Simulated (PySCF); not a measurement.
# UHF on Zr²⁺ (zirconium, charge +2)

Configuration: [Kr] 4d2, high-spin 3F determinant. All numbers are calculated (PySCF 2.14, a scalar-relativistic core potential, in cc-pVDZ-PP with ECP28MDF).

```json
{
  "Total energy": "-45.659963 hartree",
  "One-electron energy": "-71.4822 hartree",
  "Hartree (Coulomb) energy": "30.9206 hartree",
  "Exchange energy": "-5.0984 hartree",
  "⟨S²⟩": "2.0030",
  "⟨L²⟩": "12.039",
  "Sum of ⟨r⟩": "14.83 bohr",
  "Sum of ⟨r²⟩": "25.80 bohr²",
  "Time after the integrals": "0.2 s of wall time on 1 thread of Neoverse-N1 (shared host)"
}
```

```csv
shell,electrons,mean orbital energy (hartree),"rms radius, mean of both spins (bohr)"
4s α,1,-3.06441,1.31
4s β,1,-2.97816,1.31
4p α,3,-2.07745,1.47
4p β,3,-1.95936,1.47
4d α,2,-0.84236,2.17
```

Energies and moments cover only the electrons outside the core potential.
